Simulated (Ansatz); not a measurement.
Harmonic frequencies (cm⁻¹) at PBE0-D4/def2-TZVP from Ansatz: 262, 328, 376, 451, 582, 648, 787, 818, 900, 909, 1014, 1077, 1091, 1144, 1190, 1423, 1498, 1600, 1698, 2644, 3104, 3168, 3600, 3745.

Each molecule was computed in one conformer, which needn't be the lowest.

(1) Which molecule is it?
A. `B1C=NCN1`
B. `NCB1C=N1`
C. `NC1=NCB1`
D. `BCC#C`

Answers

(1) C.
